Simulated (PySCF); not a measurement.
# A ladder of Hamiltonians for Pr⁵⁷⁺ (praseodymium, charge +57)

Occupied: 1s1/2. Hartree-Fock calculated with PySCF 2.14 in an uncontracted even-tempered set (16 s from 12 bohr⁻², ratio 2.7; 12 p from 15 bohr⁻², ratio 2.7), Gaussian nucleus throughout. NR is non-relativistic, sf-X2C the spin-free one-electron X2C Hamiltonian, X2C adds the bare one-electron spin-orbit term, X2C-SNSO screens it by Boettger's factors, DC is four-component Dirac-Coulomb, and the Gaunt and Breit terms are added at first order (total energies over the DC spinors, levels after relaxing the spinors in that mean field). QED terms are absent. Levels marked empty are virtual spinors of this ion.

| Hamiltonian | E (hartree) |
| --- | --- |
| NR | -3444.0779 |
| sf-X2C | -3617.8237 |
| X2C | -3617.8237 |
| X2C-SNSO | -3617.8237 |
| DC | -3619.2316 |
| DC+Gaunt | -3616.3769 |
| DC+Breit | -3616.3769 |

| level (eV) | NR | sf-X2C | X2C | X2C-SNSO | DC | DC+Gaunt | DC+Breit |
| --- | --- | --- | --- | --- | --- | --- | --- |
| 1s1/2 | -46360.4 | -48667.2 | -48667.2 | -48667.2 | -48705.2 | -48628.2 | -48628.2 |
| 2s1/2 (empty) | -11207.3 | -11907.1 | -11907.1 | -11907.1 | -11911.1 | -11902.6 | -11903.6 |
| 2p1/2 (empty) | -11097.3 | -11384.0 | -11783.9 | -11776.3 | -11774.0 | -11756.1 | -11758.8 |
| 2p3/2 (empty) | -11097.3 | -11384.0 | -11211.9 | -11214.7 | -11217.6 | -11208.6 | -11211.3 |
| 3s1/2 (empty) | -4940.9 | -5188.4 | -5188.4 | -5188.4 | -5189.6 | -5187.1 | -5187.4 |

Problem. How large are the two-electron picture-change error of X2C and the Breit correction in the total energy?

Solution. X2C-1e lies 1.4079 hartree above Dirac-Coulomb; Gaunt adds 2.8547 and the full Breit term 2.8547 hartree.

| interval (eV) | X2C | X2C-SNSO | DC | DC+Gaunt | DC+Breit |
| --- | --- | --- | --- | --- | --- |
| 2p3/2 − 2p1/2 | 572.0 | 561.7 | 556.4 | 547.5 | 547.5 |

Weight of the small component: 1s1/2 0.0482, 2s1/2 0.0117, 2p1/2 0.0116, 2p3/2 0.0111, 3s1/2 0.00516.

Koopmans' value for the highest occupied level at DC+Breit: 48628.2 eV, against an ionisation energy of 48571.71 ± 0.05 eV (theoretical estimate listed by NIST; NIST Atomic Spectra Database, ionization energies); the former lacks relaxation, correlation, QED and recoil.

The whole ladder took 35 s of wall time on 1 thread of Neoverse-V1 (shared host), launched as `OMP_NUM_THREADS=1 python relrun2.py TASK.json OUT` (a driver that calls PySCF for each Hamiltonian).
